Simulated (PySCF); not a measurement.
C₂H₅O₂, SMILES [O]CCO, doublet, PBE0/def2-SVP optimised geometry. Atoms within 1.6 Å of the plane z = 0.6 Å (x, y, z in Å): O1 (0.34, 1.47, 1.03), C2 (-0.24, 0.82, 0.00), C3 (0.25, -0.66, 0.00), O4 (-0.17, -1.40, 1.09), H5 (-1.35, 0.79, 0.06), H6 (0.07, 1.22, -0.99), H7 (1.35, -0.66, 0.00), H8 (-0.09, -1.08, -0.97), H9 (-1.13, -1.47, 1.08).

Method: unrestricted PBE0/def2-TZVP (PySCF).

Map of the deformation density (molecule minus spherical neutral atoms) (e/bohr³) on the plane z = 0.6 Å:

```
|222222222222222222222222222|
|222222222222222222222222222|
|222222222222222222222222222|
|222222222222222222222222222|
|222222222222212222222222222|
|222222222221111232222222222|
|222222222211100443222222222|
|222222222111201863222222222|
|222222222212576753222222222|
|222222112222597322222222222|
|222222112321253111222222222|
|222222112320022111122222222|
|222222222211122111122222222|
|222222221111221111112222222|
|222222221111110012211222222|
|222222211111220022211222222|
|222222211112464122211222222|
|222222111122585112211222222|
|222222111232254111112222222|
|222222111233453111122222222|
|222222111123443222222222222|
|222222211122332222222222222|
|222222222222222222222222222|
|222222222222222222222222222|
|222222222222222222222222222|
|222222222222222222222222222|
|222222222222222222222222222|
```
Scale: ten equal steps from -0.024 (start of '0') to 0.070 (end of '9'), in the order '0123456789'; x runs from -3.50 to 3.50, y from -3.50 (bottom) to 3.50 (top).
